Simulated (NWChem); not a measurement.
CHBrCl$_{2}$; SMILES C(Br)(Cl)Cl

All runs: NWChem. Pople sets run with spherical d functions. Geometry: optimised at PBE0/def2-SVP. B3LYP is NWChem's, with the RPA form of VWN correlation.

Problem. Taking B3LYP/aug-cc-pVTZ as the yardstick, which of these has the fewest basis functions while keeping “highest occupied level (eV)” within 0.2 eV of it: B3LYP/3-21G; B3LYP/6-31G*; B3LYP/STO-3G; B3LYP/def2-TZVP; B3LYP/def2-SVPD; B3LYP/def2-SVP?

Solution. B3LYP/6-31G* (a larger set in the list lies outside the tolerance).
| level | basis functions | highest occupied level (eV) | relative time (rough) |
|---|---|---|---|
| B3LYP/STO-3G | 42 | -5.93 | 1 |
| B3LYP/3-21G | 59 | -8.01 | 1 |
| B3LYP/6-31G* | 84 | -8.15 | 5 |
| B3LYP/def2-SVP | 87 | -7.95 | 3 |
| B3LYP/def2-SVPD | 123 | -8.29 | 7 |
| B3LYP/def2-TZVP | 159 | -8.19 | 20 |
| B3LYP/aug-cc-pVTZ | 228 | -8.25 | 70 |

The yardstick is one finite set, not the basis-set limit.
